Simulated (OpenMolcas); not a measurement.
A run on Ru4+ with 6 ligands (fluoride) in octahedral coordination (Oh) at 1.99 Å. A charge of +0.333 e stands 2.6 Å behind each ligand. Ligand basis ANO-RCC-VDZP.

```yaml
Program: OpenMolcas 26.06
Method: CASSCF
Basis: ANO-RCC-VDZP [6s5p3d1f]
Scalar_Hamiltonian: DKH2, point nucleus
Active_space: 4 electrons in 5 orbitals (4d)
State_averaging: 2S+1 = 5 even, 5 roots; 2S+1 = 3 even, 45 roots; 2S+1 = 1 even, 50 roots
Spin-orbit_coupling: state interaction with AMFI integrals over the reference wave functions
```

127 basis functions. Blocks (2S+1, parity, CSFs, roots kept): 5, even, 5, 5; 3, even, 45, 45; 1, even, 50, 50.

Question: How long do the RASSCF and RASSI steps take on 1 thread of Intel(R) Xeon(R) Platinum 8488C (Sapphire Rapids) (shared host)?

Answer: About 37 s of wall time, without the integral step.
